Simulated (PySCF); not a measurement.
Isomers of C4H11ClOSi3, mass 193.981 u with the commonest isotopes. The calculation used PBE0/pcSseg-1 in PySCF (dipole) on a GFN2-xTB geometry, gas phase. One conformer each, none proved a minimum here; rigid rotors.

Question: Order these by dipole moment, smallest first.
A. `[CH3:1][SiH:2]([CH3:3])[Si@H:4]1[CH:5]=[C:6]([Cl:7])[SiH2:8][O:9]1` with C1–Si2–Si4–C5 64°
B. `[CH3:1][SiH2:2][Si@@H:3]([SiH3:4])/[C:5]([CH:6]=[O:7])=[CH:8]/[Cl:9]` with C1–Si2–Si3–Si4 -20°, Si2–Si3–C5–C6 -70°, Si3–C5–C6–O7 1°
C. `[CH2:1]=[C:2]([Cl:3])[Si@@H:4]1[CH2:5][Si@H:6]([CH3:7])[SiH2:8][O:9]1` with C1–C2–Si4–C5 106°, C2–Si4–C5–Si6 -131°, Si4–C5–Si6–C7 136°, C5–Si6–Si8–O9 -8°, Si6–Si8–O9–Si4 -1°

Answer: B (1.65 D), A (1.88 D), C (2.63 D).

Question: Order these by radius of gyration √(Σ m r²/M), largest first.
A. `[CH3:1][SiH:2]([CH3:3])[Si@H:4]1[CH:5]=[C:6]([Cl:7])[SiH2:8][O:9]1` with C1–Si2–Si4–C5 64°
B. `[CH2:1]=[C:2]([Cl:3])[Si@@H:4]1[CH2:5][Si@H:6]([CH3:7])[SiH2:8][O:9]1` with C1–C2–Si4–C5 106°, C2–Si4–C5–Si6 -131°, Si4–C5–Si6–C7 136°, C5–Si6–Si8–O9 -8°, Si6–Si8–O9–Si4 -1°
C. `[CH3:1][SiH2:2][Si@@H:3]([SiH3:4])/[C:5]([CH:6]=[O:7])=[CH:8]/[Cl:9]` with C1–Si2–Si3–Si4 -20°, Si2–Si3–C5–C6 -70°, Si3–C5–C6–O7 1°

Answer: A (2.704 Å), C (2.650 Å), B (2.590 Å).

Question: Order these by rotational constant A, smallest first.
A. `[CH2:1]=[C:2]([Cl:3])[Si@@H:4]1[CH2:5][Si@H:6]([CH3:7])[SiH2:8][O:9]1` with C1–C2–Si4–C5 106°, C2–Si4–C5–Si6 -131°, Si4–C5–Si6–C7 136°, C5–Si6–Si8–O9 -8°, Si6–Si8–O9–Si4 -1°
B. `[CH3:1][SiH2:2][Si@@H:3]([SiH3:4])/[C:5]([CH:6]=[O:7])=[CH:8]/[Cl:9]` with C1–Si2–Si3–Si4 -20°, Si2–Si3–C5–C6 -70°, Si3–C5–C6–O7 1°
C. `[CH3:1][SiH:2]([CH3:3])[Si@H:4]1[CH:5]=[C:6]([Cl:7])[SiH2:8][O:9]1` with C1–Si2–Si4–C5 64°

Answer: B (1104 MHz), A (1491 MHz), C (1627 MHz).

```json
{"SMILES": "C[SiH](C)[Si@H]1C=C(Cl)[SiH2]O1", "point group": "C1", "Ia (u·Å²)": "310.63", "Ib (u·Å²)": "1161.32", "Ic (u·Å²)": "1363.86", "κ": "-0.90", "μa (D)": "1.82", "μb (D)": "0.41", "μc (D)": "0.26"}
{"SMILES": "C[SiH2][Si@@H]([SiH3])/C(C=O)=C/Cl", "point group": "C1", "Ia (u·Å²)": "457.62", "Ib (u·Å²)": "1055.71", "Ic (u·Å²)": "1211.65", "κ": "-0.82", "μa (D)": "1.08", "μb (D)": "0.29", "μc (D)": "1.21"}
{"SMILES": "C=C(Cl)[Si@@H]1C[Si@H](C)[SiH2]O1", "point group": "C1", "Ia (u·Å²)": "338.95", "Ib (u·Å²)": "1054.73", "Ic (u·Å²)": "1209.32", "κ": "-0.89", "μa (D)": "2.24", "μb (D)": "0.70", "μc (D)": "1.17"}
```
